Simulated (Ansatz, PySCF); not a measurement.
C2H2F, SMILES C=[C]F, multiplicity 2. Atoms are numbered in the order given.

```xyz
5

C     -0.1089    -1.2087     0.0000
C      0.4231    -0.0117     0.0000
F     -0.1482     1.1684     0.0000
H     -1.1880    -1.3365     0.0000
H      0.5240    -2.0827     0.0000
```
Charge 0, spin multiplicity 2.

Geometry: B3LYP-D3(BJ)/def2-TZVP. The isomer is the one that the SMILES or the coordinates give; other isomers of the formula were not compared.

Two levels are set side by side: PBE-D3(BJ)/def2-TZVP (Ansatz, a quantum-chemistry and plane-wave program) and B3LYP-D3(BJ)/def2-TZVP (Ansatz). Each level has its own optimised geometry; the coordinates shown are those of the second. Frequencies come from the Hessian of PySCF at each geometry. Differences are taken from unrounded values.

| quantity | B3LYP-D3(BJ) |
|---|---|
| mean bond length (Å) | 1.197 |
| bond C1–C2 (Å) | 1.310 |
| bond C2–F3 (Å) | 1.311 |
| bond C1–H4 (Å) | 1.087 |
| bond C1–H5 (Å) | 1.079 |
| highest harmonic wavenumber (cm⁻¹) | 3244 |
| mean harmonic wavenumber (cm⁻¹) | 1496 |
| zero-point energy (kcal/mol) | 19.25 |

**Question.** What does PBE-D3(BJ) give, and how far is it from B3LYP-D3(BJ)? (The exact figures need the calculation; the answer reports its results.)

**Answer.** 
```json
[
 {"quantity": "mean bond length (Å)", "PBE-D3(BJ)": "1.205", "PBE-D3(BJ) minus B3LYP-D3(BJ)": "0.008"},
 {"quantity": "bond C1–C2 (Å)", "PBE-D3(BJ)": "1.319", "PBE-D3(BJ) minus B3LYP-D3(BJ)": "0.009"},
 {"quantity": "bond C2–F3 (Å)", "PBE-D3(BJ)": "1.318", "PBE-D3(BJ) minus B3LYP-D3(BJ)": "0.007"},
 {"quantity": "bond C1–H4 (Å)", "PBE-D3(BJ)": "1.095", "PBE-D3(BJ) minus B3LYP-D3(BJ)": "0.009"},
 {"quantity": "bond C1–H5 (Å)", "PBE-D3(BJ)": "1.088", "PBE-D3(BJ) minus B3LYP-D3(BJ)": "0.008"},
 {"quantity": "highest harmonic wavenumber (cm⁻¹)", "PBE-D3(BJ)": "3179", "PBE-D3(BJ) minus B3LYP-D3(BJ)": "-65"},
 {"quantity": "mean harmonic wavenumber (cm⁻¹)", "PBE-D3(BJ)": "1453", "PBE-D3(BJ) minus B3LYP-D3(BJ)": "-44"},
 {"quantity": "zero-point energy (kcal/mol)", "PBE-D3(BJ)": "18.69", "PBE-D3(BJ) minus B3LYP-D3(BJ)": "-0.56"}
]
```

GGA bonds tend to be longer and softer than those of functionals with exact exchange. Differences between two approximate levels are no errors against the true value.
